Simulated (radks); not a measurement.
Zr V, configuration [Kr]. All-electron calculation, non-relativistic Kohn-Sham, PBE, spin-polarised, spherical densities, point nucleus; relativity is left out, which matters for an element this heavy. Program: a radial shooting solver on a logarithmic mesh with Libxc functionals.

Normalised radial functions P(r) = r R(r), r in bohr:

```
   r/bohr * 3p, o 3d (the largest magnitude, 1.51, reaches the edge; | marks zero, & curves that meet)
 0.002114                             &
 0.003104                             &
 0.004557                             &
 0.006744                             o*
 0.009901                             o*
  0.01465                             o *
  0.02151                             o   *
  0.03184                             |o     *
  0.04674                             |o         *
  0.06862                             |  o           *
   0.1016                             |      o       *
   0.1491                             |      *      o
   0.2207                   *         |                     o
    0.324    *                        |                          o
   0.4794  *                          |                       o
   0.7039              *              |             o
    1.033                         *   |    o
    1.529                            *|o
    2.245                             &
    3.323                             &
```

3p: eigenvalue -356.61 eV, 1 radial node at r = 0.179 bohr, <r> = 0.467 bohr, 90 % of the charge inside 0.706 bohr. 3d: eigenvalue -220.80 eV, 0 radial nodes, <r> = 0.451 bohr, 90 % of the charge inside 0.724 bohr.
